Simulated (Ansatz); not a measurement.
The first iterations of a band of ClHOZn + H2 (6 atoms, charge 0, multiplicity 1).

The calculation used RHF/def2-SVP in Ansatz.

| Property | Result |
| --- | --- |
| movable images | 7 |
| climbing image | yes |
| spring | 5.0 eV/Å² |
| optimiser | quadratic models (default) |
| start path | through a guess of the saddle point |
| force threshold | 0.05 eV/Å |
| iteration limit | 60 |
| end points | relaxed |

First end point:

```xyz
6
Properties=species:S:1:pos:R:3
Zn -0.398 -0.115 0.069
O -0.456 -0.137 1.847
H -1.225 -0.358 2.346
Cl -0.307 -0.082 -2.063
H 2.480 0.683 0.860
H 2.033 0.560 1.447
```

Last end point:

```xyz
6
Properties=species:S:1:pos:R:3
Zn 0.996 0.274 -0.211
O 0.065 0.006 1.735
H -0.847 -0.245 1.661
Cl -0.906 -0.253 -1.193
H 2.514 0.697 -0.135
H 0.303 0.072 2.648
```

| iteration | highest image above the first end (eV) | largest band force component (eV/Å) |
| --- | --- | --- |
| 1 | 2.345 | 18.850 |
| 2 | 1.300 | 5.124 |
| 3 | 1.277 | 3.870 |
| 4 | 0.967 | 3.925 |

Problem. Does the band converge within its limit, and where does its top end?

Solution. The forces met the threshold. It ended after 12 iterations with the highest image 1.098 eV above the first end. A vibrational analysis at the climbing image gives 2 clearly imaginary modes (1692i, 186i cm⁻¹): a point of higher order, so a lower path passes nearby. The orbitals stay closed-shell, which can raise the energy where a bond breaks towards radicals; this wasn't checked here.

The run took 2.9 min on 1 thread of Arm Neoverse N1, on a shared host, peak memory 0.14 GiB.
